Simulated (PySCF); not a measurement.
## Basis-set dependence of population analyses: CH4BFO

CH4BFO.
Cartesian coordinates in Å at the PBE0-D3(BJ)/def2-SVP level; atoms count from 1:
```xyz
8
CH4BFO angstrom
C     -1.2305   -0.1744    0.1578
O     -0.2433    0.8217    0.3028
B      1.0597    0.6018    0.0917
F      1.4927   -0.5995   -0.2856
H     -0.8301   -1.0885   -0.3054
H     -1.6432   -0.4258    1.1467
H     -2.0440    0.2225   -0.4665
H      1.8474    1.4997    0.2420
```

PBE0 throughout (PySCF), one geometry, spherical d and f functions. One conformer (not necessarily the lowest) at the PBE0-D3(BJ)/def2-SVP geometry, without solvent, vibrations or thermal averaging. Atoms taken as equivalent share a column and are averaged.

Mulliken charges (e):

| basis | functions | C1 | O2 | B3 | F4 | H5/H6/H7 | H8 |
| --- | --- | --- | --- | --- | --- | --- | --- |
| STO-3G | 24 | -0.131 | -0.246 | +0.281 | -0.129 | +0.094 | -0.059 |
| 6-31G | 44 | -0.256 | -0.514 | +0.573 | -0.325 | +0.191 | -0.051 |
| pcSseg-0 | 44 | -0.335 | -0.650 | +0.642 | -0.342 | +0.239 | -0.031 |
| 6-31G* | 64 | -0.292 | -0.387 | +0.455 | -0.282 | +0.187 | -0.054 |
| def2-SVP | 76 | +0.101 | -0.246 | +0.203 | -0.145 | +0.056 | -0.083 |
| cc-pVDZ | 76 | +0.061 | -0.177 | +0.173 | -0.132 | +0.057 | -0.096 |
| pcSseg-1 | 88 | -0.045 | -0.485 | +0.550 | -0.320 | +0.122 | -0.065 |
| aug-cc-pVDZ | 128 | +0.926 | -0.440 | -0.067 | -0.378 | -0.183 | +0.508 |
| 6-311+G(2d,p) | 132 | -0.325 | -0.499 | +0.715 | -0.388 | +0.158 | +0.023 |
| def2-TZVP | 148 | -0.213 | -0.239 | +0.324 | -0.263 | +0.134 | -0.011 |
| cc-pVTZ | 176 | -0.091 | -0.181 | +0.234 | -0.217 | +0.095 | -0.028 |
| IGLO-III | 180 | -0.204 | -0.373 | +0.624 | -0.377 | +0.133 | -0.068 |

IAO charges (e):

```json
{"basis": "STO-3G", "functions": "24", "C1": "-0.255", "O2": "-0.250", "B3": "+0.285", "F4": "-0.177", "H5/H6/H7": "+0.138", "H8": "-0.018"}
{"basis": "6-31G", "functions": "44", "C1": "-0.249", "O2": "-0.362", "B3": "+0.446", "F4": "-0.319", "H5/H6/H7": "+0.161", "H8": "+0.003"}
{"basis": "pcSseg-0", "functions": "44", "C1": "-0.228", "O2": "-0.355", "B3": "+0.433", "F4": "-0.306", "H5/H6/H7": "+0.155", "H8": "-0.008"}
{"basis": "6-31G*", "functions": "64", "C1": "-0.205", "O2": "-0.386", "B3": "+0.495", "F4": "-0.326", "H5/H6/H7": "+0.147", "H8": "-0.018"}
{"basis": "def2-SVP", "functions": "76", "C1": "-0.195", "O2": "-0.373", "B3": "+0.477", "F4": "-0.322", "H5/H6/H7": "+0.144", "H8": "-0.018"}
{"basis": "cc-pVDZ", "functions": "76", "C1": "-0.204", "O2": "-0.375", "B3": "+0.474", "F4": "-0.324", "H5/H6/H7": "+0.147", "H8": "-0.012"}
{"basis": "pcSseg-1", "functions": "88", "C1": "-0.204", "O2": "-0.383", "B3": "+0.485", "F4": "-0.332", "H5/H6/H7": "+0.148", "H8": "-0.011"}
{"basis": "aug-cc-pVDZ", "functions": "128", "C1": "-0.213", "O2": "-0.385", "B3": "+0.485", "F4": "-0.335", "H5/H6/H7": "+0.152", "H8": "-0.008"}
{"basis": "6-311+G(2d,p)", "functions": "132", "C1": "-0.215", "O2": "-0.390", "B3": "+0.493", "F4": "-0.337", "H5/H6/H7": "+0.153", "H8": "-0.009"}
{"basis": "def2-TZVP", "functions": "148", "C1": "-0.212", "O2": "-0.391", "B3": "+0.500", "F4": "-0.338", "H5/H6/H7": "+0.151", "H8": "-0.012"}
{"basis": "cc-pVTZ", "functions": "176", "C1": "-0.214", "O2": "-0.390", "B3": "+0.498", "F4": "-0.337", "H5/H6/H7": "+0.152", "H8": "-0.012"}
{"basis": "IGLO-III", "functions": "180", "C1": "-0.215", "O2": "-0.391", "B3": "+0.497", "F4": "-0.339", "H5/H6/H7": "+0.152", "H8": "-0.010"}
```

Hirshfeld charges (e):

```
        basis  functions      C1      O2      B3      F4  H5/H6/H7      H8
       STO-3G         24  +0.050  -0.134  +0.162  -0.072    +0.024  -0.080
        6-31G         44  -0.008  -0.174  +0.226  -0.143    +0.049  -0.048
     pcSseg-0         44  -0.013  -0.162  +0.230  -0.141    +0.049  -0.060
       6-31G*         64  -0.010  -0.168  +0.229  -0.134    +0.046  -0.053
     def2-SVP         76  -0.024  -0.160  +0.235  -0.136    +0.048  -0.059
      cc-pVDZ         76  -0.025  -0.153  +0.225  -0.130    +0.046  -0.057
     pcSseg-1         88  -0.027  -0.172  +0.251  -0.145    +0.049  -0.054
  aug-cc-pVDZ        128  -0.034  -0.175  +0.249  -0.144    +0.051  -0.049
6-311+G(2d,p)        132  -0.026  -0.181  +0.259  -0.151    +0.050  -0.050
    def2-TZVP        148  -0.030  -0.175  +0.254  -0.147    +0.050  -0.051
      cc-pVTZ        176  -0.032  -0.170  +0.250  -0.143    +0.049  -0.053
     IGLO-III        180  -0.035  -0.177  +0.256  -0.147    +0.051  -0.049
```

Some averages cover members that differ in this geometry, most widely: H5/H6/H7, Mulliken in aug-cc-pVDZ -0.216 to -0.161 e.

Which scheme is steadiest as the basis changes?

Largest range over the bases for any column: Hirshfeld 0.10 e, IAO 0.21 e, Mulliken 1.26 e. Hirshfeld charges move least and Mulliken charges most, counted in e. Without the minimal STO-3G basis the ranges are Hirshfeld 0.03, IAO 0.07, Mulliken 1.26 e.

How much do the charges still move between the two largest bases, cc-pVTZ and IGLO-III?

At most, over all atoms: Mulliken 0.390 e, IAO 0.002 e, Hirshfeld 0.007 e.

What do the same runs give for the total energy, the frontier levels and the dipole moment?

```json
{"basis": "STO-3G", "energy (Eh)": "-237.0241", "HOMO (eV)": "-5.90", "LUMO (eV)": "4.49", "μ (D)": "1.61"}
{"basis": "6-31G", "energy (Eh)": "-240.1860", "HOMO (eV)": "-9.20", "LUMO (eV)": "0.77", "μ (D)": "1.72"}
{"basis": "pcSseg-0", "energy (Eh)": "-239.7110", "HOMO (eV)": "-9.35", "LUMO (eV)": "0.73", "μ (D)": "1.92"}
{"basis": "6-31G*", "energy (Eh)": "-240.2538", "HOMO (eV)": "-9.04", "LUMO (eV)": "1.12", "μ (D)": "1.52"}
{"basis": "def2-SVP", "energy (Eh)": "-240.0802", "HOMO (eV)": "-9.21", "LUMO (eV)": "0.74", "μ (D)": "1.57"}
{"basis": "cc-pVDZ", "energy (Eh)": "-240.2687", "HOMO (eV)": "-9.11", "LUMO (eV)": "0.78", "μ (D)": "1.52"}
{"basis": "pcSseg-1", "energy (Eh)": "-240.2408", "HOMO (eV)": "-9.30", "LUMO (eV)": "0.57", "μ (D)": "1.57"}
{"basis": "aug-cc-pVDZ", "energy (Eh)": "-240.2858", "HOMO (eV)": "-9.30", "LUMO (eV)": "0.00", "μ (D)": "1.42"}
{"basis": "6-311+G(2d,p)", "energy (Eh)": "-240.3392", "HOMO (eV)": "-9.33", "LUMO (eV)": "0.19", "μ (D)": "1.44"}
{"basis": "def2-TZVP", "energy (Eh)": "-240.3621", "HOMO (eV)": "-9.29", "LUMO (eV)": "0.44", "μ (D)": "1.44"}
{"basis": "cc-pVTZ", "energy (Eh)": "-240.3523", "HOMO (eV)": "-9.26", "LUMO (eV)": "0.53", "μ (D)": "1.44"}
{"basis": "IGLO-III", "energy (Eh)": "-240.3676", "HOMO (eV)": "-9.30", "LUMO (eV)": "0.28", "μ (D)": "1.42"}
```

The dipole is fixed by the density alone, so its range of 0.50 D shows that the density itself changes with the basis, not only its division among atoms.
